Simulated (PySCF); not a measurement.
Isomers of C5H9NSi, mass 111.050 u with the commonest isotopes. Theory: PBE0-D3(BJ)/def2-SVP geometry optimisation, gas phase in PySCF 2.14.0. One conformer each, none proved a minimum here; rigid rotors.

Task: Order these by rotational constant A, largest first.
A. `[N:1]#[C:2][CH2:3][C@@H:4]1[CH2:5][CH2:6][SiH2:7]1` with C2–C3–C4–C5 175°, C3–C4–C5–C6 -151°, C4–C5–C6–Si7 24°, C5–C6–Si7–C4 -19°, C3–C4–Si7–C6 140°
B. `[N:1]#[C:2][CH2:3][CH:4]1[CH2:5][SiH2:6][CH2:7]1` with C2–C3–C4–C5 62°, C3–C4–C5–Si6 148°, C4–C5–Si6–C7 -19°, C5–Si6–C7–C4 19°, C3–C4–C7–Si6 -149°
C. `[CH3:1][SiH2:2][n:3]1[cH:4][cH:5][cH:6][cH:7]1` with C1–Si2–N3–C4 -123°
D. `[CH3:1][C:2]1=[CH:3][CH:4]=[CH:5][Si@@H:6]1[NH2:7]` with C5–Si6–N7–H 166° and -50°

Result: B (6041 MHz), C (5503 MHz), A (4740 MHz), D (2677 MHz).

Task: Order these by rotational constant C, largest first.
A. `[N:1]#[C:2][CH2:3][CH:4]1[CH2:5][SiH2:6][CH2:7]1` with C2–C3–C4–C5 62°, C3–C4–C5–Si6 148°, C4–C5–Si6–C7 -19°, C5–Si6–C7–C4 19°, C3–C4–C7–Si6 -149°
B. `[N:1]#[C:2][CH2:3][C@@H:4]1[CH2:5][CH2:6][SiH2:7]1` with C2–C3–C4–C5 175°, C3–C4–C5–C6 -151°, C4–C5–C6–Si7 24°, C5–C6–Si7–C4 -19°, C3–C4–Si7–C6 140°
C. `[CH3:1][C:2]1=[CH:3][CH:4]=[CH:5][Si@@H:6]1[NH2:7]` with C5–Si6–N7–H 166° and -50°
D. `[CH3:1][SiH2:2][n:3]1[cH:4][cH:5][cH:6][cH:7]1` with C1–Si2–N3–C4 -123°

Result: C (1366 MHz), D (1219 MHz), B (1070 MHz), A (998.3 MHz).

Task: Order these by out-of-plane moment Σ m c² = (Ia + Ib − Ic)/2, largest first.
A. `[N:1]#[C:2][CH2:3][C@@H:4]1[CH2:5][CH2:6][SiH2:7]1` with C2–C3–C4–C5 175°, C3–C4–C5–C6 -151°, C4–C5–C6–Si7 24°, C5–C6–Si7–C4 -19°, C3–C4–Si7–C6 140°
B. `[CH3:1][C:2]1=[CH:3][CH:4]=[CH:5][Si@@H:6]1[NH2:7]` with C5–Si6–N7–H 166° and -50°
C. `[CH3:1][SiH2:2][n:3]1[cH:4][cH:5][cH:6][cH:7]1` with C1–Si2–N3–C4 -123°
D. `[N:1]#[C:2][CH2:3][CH:4]1[CH2:5][SiH2:6][CH2:7]1` with C2–C3–C4–C5 62°, C3–C4–C5–Si6 148°, C4–C5–Si6–C7 -19°, C5–Si6–C7–C4 19°, C3–C4–C7–Si6 -149°

Result: C (21.32 u·Å²), B (17.72 u·Å²), A (14.75 u·Å²), D (13.68 u·Å²).

| SMILES | point group | Ia (u·Å²) | Ib (u·Å²) | Ic (u·Å²) | κ | μa (D) | μb (D) | μc (D) |
| --- | --- | --- | --- | --- | --- | --- | --- | --- |
| C[SiH2]n1cccc1 | C1 | 91.84 | 365.55 | 414.75 | -0.92 | 1.99 | 0.21 | 0.28 |
| CC1=CC=C[Si@@H]1N | C1 | 188.77 | 216.72 | 370.04 | 0.47 | 0.10 | 1.12 | 1.02 |
| N#CCC1C[SiH2]C1 | C1 | 83.66 | 449.94 | 506.23 | -0.95 | 3.06 | 2.14 | 0.67 |
| N#CC[C@@H]1CC[SiH2]1 | C1 | 106.61 | 395.42 | 472.52 | -0.89 | 3.50 | 2.21 | 0.46 |
